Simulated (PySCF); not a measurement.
O$_{2}$S, triplet, at a GFN2-xTB geometry (a higher spin typed on purpose: for a closed-shell molecule this is an excited state); CCSD/6-31G in PySCF.

Input for PySCF:
```python
from pyscf import gto, scf, cc

mol = gto.Mole()
mol.atom = '''
    O    -1.266836    0.436461   -0.024666
    S    -0.018368   -0.373545    0.019250
    O     1.303571    0.310630   -0.013833
'''
mol.basis = '6-31g'
mol.charge = 0
mol.spin = 2
mol.verbose = 4
mol.build()

mf = scf.UHF(mol)
mf.kernel()

mycc = cc.CCSD(mf, frozen=8)
mycc.kernel()
print('E(CCSD) = %.10f' % mycc.e_tot)
```

What the program printed (banner, timings and long lists left out):

```
PySCF version 2.14.0

[INPUT] verbose = 4
[INPUT] num. atoms = 3
[INPUT] num. electrons = 32
[INPUT] charge = 0
[INPUT] spin (= nelec alpha-beta = 2S) = 2
[INPUT] symmetry False subgroup None
[INPUT] Mole.unit = angstrom
[INPUT] Symbol           X                Y                Z      unit          X                Y                Z       unit  Magmom
[INPUT]  1 O     -1.266836000000   0.436461000000  -0.024666000000 AA   -2.393973084740   0.824791754054  -0.046611984589 Bohr   0.0
[INPUT]  2 S     -0.018368000000  -0.373545000000   0.019250000000 AA   -0.034710489456  -0.705897745201   0.036377227898 Bohr   0.0
[INPUT]  3 O      1.303571000000   0.310630000000  -0.013833000000 AA    2.463392173925   0.587005626074  -0.026140581481 Bohr   0.0

nuclear repulsion = 104.148489164881
number of shells = 17
number of NR pGTOs = 90
number of NR cGTOs = 31
basis = 6-31g
ecp = {}

******** <class 'pyscf.scf.uhf.UHF'> ********
method = UHF
initial guess = minao
damping factor = 0
level_shift factor = 0
DIIS = <class 'pyscf.scf.diis.CDIIS'>
diis_start_cycle = 1
diis_space = 8
diis_damp = 0
SCF conv_tol = 1e-09
SCF conv_tol_grad = None
SCF max_cycles = 50
direct_scf = True
direct_scf_tol = 1e-13
number electrons alpha = 17  beta = 15
Set gradient conv threshold to 3.16228e-05
init E= -547.593042992826

cycle= 1 E= -546.74425999293  delta_E= 0.849  |g|= 0.457  |ddm|=  1.8
cycle= 2 E= -546.834271942254  delta_E= -0.09  |g|= 0.324  |ddm|= 0.905
cycle= 3 E= -546.879694315724  delta_E= -0.0454  |g|= 0.0541  |ddm|= 0.304
cycle= 4 E= -546.88361462577  delta_E= -0.00392  |g|= 0.0266  |ddm|= 0.104
cycle= 5 E= -546.885121595995  delta_E= -0.00151  |g|= 0.00994  |ddm|= 0.086
cycle= 6 E= -546.885425854959  delta_E= -0.000304  |g|= 0.00453  |ddm|= 0.0388
cycle= 7 E= -546.885509622091  delta_E= -8.38e-05  |g|= 0.00157  |ddm|= 0.0229
cycle= 8 E= -546.885519985145  delta_E= -1.04e-05  |g|= 0.000408  |ddm|= 0.00904
cycle= 9 E= -546.885520456224  delta_E= -4.71e-07  |g|= 0.000122  |ddm|= 0.00181
cycle= 10 E= -546.885520489632  delta_E= -3.34e-08  |g|= 5.15e-05  |ddm|= 0.000447
cycle= 11 E= -546.885520494143  delta_E= -4.51e-09  |g|= 3.86e-05  |ddm|= 0.000155
cycle= 12 E= -546.885520495634  delta_E= -1.49e-09  |g|= 1.43e-05  |ddm|= 7.33e-05
cycle= 13 E= -546.885520496072  delta_E= -4.38e-10  |g|= 5.63e-06  |ddm|= 5.28e-05
Extra cycle  E= -546.885520496113  delta_E= -4.13e-11  |g|= 3.89e-06  |ddm|= 8.24e-06
converged SCF energy = -546.885520496113  <S^2> = 2.0771588  2S+1 = 3.0510056

******** <class 'pyscf.cc.uccsd.UCCSD'> ********
CC2 = 0
CCSD nocc = (np.int64(9), np.int64(7)), nmo = (23, 23)
frozen orbitals 8
max_cycle = 50
direct = 0
conv_tol = 1e-07
conv_tol_normt = 1e-06
diis_space = 6
diis_start_cycle = 0
diis_start_energy_diff = 1e+09
Init t2, MP2 energy = -0.278150525411907
Init E_corr(UCCSD) = -0.278150525424267
cycle = 1  E_corr(UCCSD) = -0.258162283781787  dE = 0.0199882416  norm(t1,t2) = 0.128281
cycle = 2  E_corr(UCCSD) = -0.276019105937763  dE = -0.0178568222  norm(t1,t2) = 0.0473937
cycle = 3  E_corr(UCCSD) = -0.274965521627645  dE = 0.00105358431  norm(t1,t2) = 0.0298103
cycle = 4  E_corr(UCCSD) = -0.279188759085796  dE = -0.00422323746  norm(t1,t2) = 0.0152588
cycle = 5  E_corr(UCCSD) = -0.279133870702254  dE = 5.48883835e-05  norm(t1,t2) = 0.00310443
cycle = 6  E_corr(UCCSD) = -0.279001112447827  dE = 0.000132758254  norm(t1,t2) = 0.00123928
cycle = 7  E_corr(UCCSD) = -0.279041624172604  dE = -4.05117248e-05  norm(t1,t2) = 0.000576674
cycle = 8  E_corr(UCCSD) = -0.279045264632836  dE = -3.64046023e-06  norm(t1,t2) = 0.000256745
cycle = 9  E_corr(UCCSD) = -0.279038886897275  dE = 6.37773556e-06  norm(t1,t2) = 0.000127164
cycle = 10  E_corr(UCCSD) = -0.279040090208869  dE = -1.20331159e-06  norm(t1,t2) = 5.05158e-05
cycle = 11  E_corr(UCCSD) = -0.279039241874282  dE = 8.48334587e-07  norm(t1,t2) = 1.5237e-05
cycle = 12  E_corr(UCCSD) = -0.279039874002786  dE = -6.32128503e-07  norm(t1,t2) = 6.22336e-06
cycle = 13  E_corr(UCCSD) = -0.27903973338589  dE = 1.40616895e-07  norm(t1,t2) = 3.13495e-06
cycle = 14  E_corr(UCCSD) = -0.279039716112839  dE = 1.72730507e-08  norm(t1,t2) = 1.45634e-06
cycle = 15  E_corr(UCCSD) = -0.279039690901654  dE = 2.52111859e-08  norm(t1,t2) = 6.04051e-07
UCCSD converged
E(UCCSD) = -547.1645601870149  E_corr = -0.2790396909016535
E(CCSD) = -547.1645601870
```
